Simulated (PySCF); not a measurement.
A structure optimised at PBE-D3(BJ)/def2-SVP, used in a PySCF frequency run:

```
S
S 1 2.1700
S 1 2.1700 2 84.73
S 3 2.1700 1 84.73 2 -33.71
```
Charge 0, spin multiplicity 1.

Problem. Write its SMILES, formula and point group.

Solution. S1SSS1, S₄, D2d

Problem. What are its rotational constants (standard atomic weights)?

Solution. 3.3477, 3.3477, 1.8430 GHz
